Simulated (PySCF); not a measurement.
**A search over the determinants of BSe⁺**

Unrestricted PBE0; B jorge-DZP-DKH, Se jorge-DZP-DKH; spin-free X2C with a Gaussian nucleus (PySCF 2.14). Outer shells of the fragments: B+ 2s2; Se 3d10 4s2 4p4.

Followed along the bond (rough minima from three points):

```json
{"2Ms+1": "3", "unpaired": "σ ↑, π ↑", "⟨S²⟩ at the start": "2.01", "R at minimum (Å)": "1.84", "Te (eV)": "0.00"}
{"2Ms+1": "1", "unpaired": "σ ↑, π ↓", "⟨S²⟩ at the start": "1.03", "R at minimum (Å)": "1.84", "Te (eV)": "0.12"}
{"2Ms+1": "1", "unpaired": "none", "⟨S²⟩ at the start": "0.00", "R at minimum (Å)": "1.70", "Te (eV)": "0.46"}
{"2Ms+1": "3", "unpaired": "π ↑↑", "⟨S²⟩ at the start": "2.01", "R at minimum (Å)": "none in the scan", "Te (eV)": "≤ 1.31"}
```

Solutions found at the starting distance of 2.030 Å, counted from the lowest of them; the search is not exhaustive and high or unbound solutions are not listed, so other states can lie among these:

| 2Ms+1 | unpaired | term | E (eV) | ⟨S²⟩ | ⟨Lz²⟩ | μ (D) |
| --- | --- | --- | --- | --- | --- | --- |
| 3 | σ ↑, π ↑ | ³Π | 0.00 | 2.01 | 1.01 | -3.96 |
| 1 | σ ↑, π ↓ | mixed | 0.12 | 1.03 | 1.00 | -3.97 |
| 3 | π ↑↑ | ³Σ⁻ | 1.29 | 2.01 | 0.00 | -0.92 |
| 1 | none | ¹Σ⁺ | 1.33 | 0.00 | 0.00 | -5.23 |
| 1 | π ↑↓ | mixed | 1.74 | 1.00 | 2.00 | -0.86 |
| 1 | none | mixed | 2.85 | 0.00 | 2.00 | -0.69 |

A term symbol is given only where ⟨S²⟩ and ⟨Lz²⟩ are close to those of a pure state; real π, δ and φ orbitals otherwise mix terms. A positive dipole points towards Se; it is taken about the centre of mass and depends on that origin.

Spin–orbit coupling is left out. Counting both spins, an empty level lies below a filled one in some of these solutions, because spin and occupation are held.
